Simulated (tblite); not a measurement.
Compound: C₁₀H₁₂BBr.
Atom-mapped SMILES: `[CH3:1][B:2]([CH3:3])/[CH:4]=[C:5]1/[CH:6]=[CH:7][CH:8]=[C:9]([Br:10])[CH:11]=[CH:12]1` (hydrogens: H13, H14, H15 on C1; H16, H17, H18 on C3; H19 on C4; H20 on C6; H21 on C7; H22 on C8; H23 on C11; H24 on C12)

Computed with GFN2-xTB (tblite), gas phase: L-BFGS steps from a force-field or distance-geometry start until the largest atomic force falls under 0.01 eV/Å.

Geometry at step 7:
```
atom  x, y, z in Å
C1     -3.5368   -0.5894    0.6409
B2     -2.1175    0.0092    0.2921
C3     -1.9539    1.5791    0.1978
C4     -0.9230   -0.9662    0.2179
C5      0.3139   -0.7518   -0.2852
C6      1.3727   -1.7341   -0.1127
C7      2.6665   -1.4851    0.1379
C8      3.2819   -0.1997    0.3054
C9      2.8576    0.9551   -0.2404
Br10    3.8854    2.5279    0.1078
C11     1.7351    1.1426   -1.1162
C12     0.6250    0.3921   -1.1282
H13    -3.8657   -1.3407   -0.0767
H14    -4.3165    0.1655    0.7180
H15    -3.4786   -1.1032    1.6007
H16    -1.8172    1.9329   -0.8238
H17    -2.8241    2.1013    0.5926
H18    -1.0784    1.9148    0.7509
H19    -1.0449   -1.9124    0.7393
H20     1.0519   -2.7664   -0.1157
H21     3.3308   -2.3241    0.3088
H22     4.1802   -0.1799    0.9080
H23     1.7962    1.9938   -1.7830
H24    -0.1522    0.6584   -1.8286
```

Question: What forces act on the atoms?

Answer: 
| atom | Fx (eV/Å) | Fy (eV/Å) | Fz (eV/Å) |
| --- | --- | --- | --- |
| C1 | -0.031 | -0.032 | 0.028 |
| B2 | -0.035 | 0.001 | -0.036 |
| C3 | 0.027 | 0.031 | 0.015 |
| C4 | -0.082 | 0.021 | 0.063 |
| C5 | -0.058 | 0.006 | 0.064 |
| C6 | 0.028 | -0.036 | -0.010 |
| C7 | 0.151 | 0.063 | 0.008 |
| C8 | 0.018 | 0.014 | 0.052 |
| C9 | -0.077 | -0.110 | 0.000 |
| Br10 | 0.062 | 0.126 | -0.029 |
| C11 | 0.067 | 0.004 | -0.011 |
| C12 | 0.031 | 0.060 | -0.002 |
| H13 | 0.022 | 0.018 | 0.003 |
| H14 | -0.021 | -0.076 | -0.013 |
| H15 | -0.059 | -0.006 | 0.011 |
| H16 | -0.023 | -0.065 | -0.003 |
| H17 | 0.062 | 0.029 | -0.002 |
| H18 | 0.021 | 0.058 | -0.019 |
| H19 | -0.003 | -0.018 | -0.040 |
| H20 | -0.049 | -0.076 | -0.063 |
| H21 | -0.052 | 0.012 | 0.048 |
| H22 | 0.052 | -0.049 | -0.051 |
| H23 | -0.004 | 0.003 | 0.042 |
| H24 | -0.046 | 0.022 | -0.056 |

The largest, 0.16 eV/Å, acts on C7; the rms over all components is 0.048 eV/Å. The forces sum to zero within rounding, as they must for an isolated molecule in no field.

Question: Give the force on C7 in Eh/bohr and in nN.

Answer: 0.164 eV/Å ÷ 51.422 = 0.00319 Eh/bohr, and 0.164 eV/Å × 1.602 = 0.26 nN.

Question: How far is this geometry from the end of the optimisation?

Answer: 0.068 eV above it, and 0.346 Å rms away after alignment. The bonds farthest from their final lengths, with half the difference of the two atoms' forces along the bond (positive lengthens):

```json
{"bond": "C9–Br10", "now (Å)": "1.911", "final (Å)": "1.920", "force along bond (eV/Å)": "+0.13"}
{"bond": "C4=C5", "now (Å)": "1.352", "final (Å)": "1.361", "force along bond (eV/Å)": "+0.01"}
{"bond": "C6=C7", "now (Å)": "1.341", "final (Å)": "1.346", "force along bond (eV/Å)": "+0.07"}
{"bond": "C11=C12", "now (Å)": "1.340", "final (Å)": "1.344", "force along bond (eV/Å)": "0.00"}
{"bond": "C7–C8", "now (Å)": "1.435", "final (Å)": "1.431", "force along bond (eV/Å)": "-0.05"}
{"bond": "C1–B2", "now (Å)": "1.579", "final (Å)": "1.583", "force along bond (eV/Å)": "+0.01"}
```

The angle farthest from its final value is B2–C3–H16, 113.0° against 109.7°.

The cost below is that of the whole relaxation. On an Arm Neoverse V2 with one thread, on a shared host, this took 1.4 s of wall time.
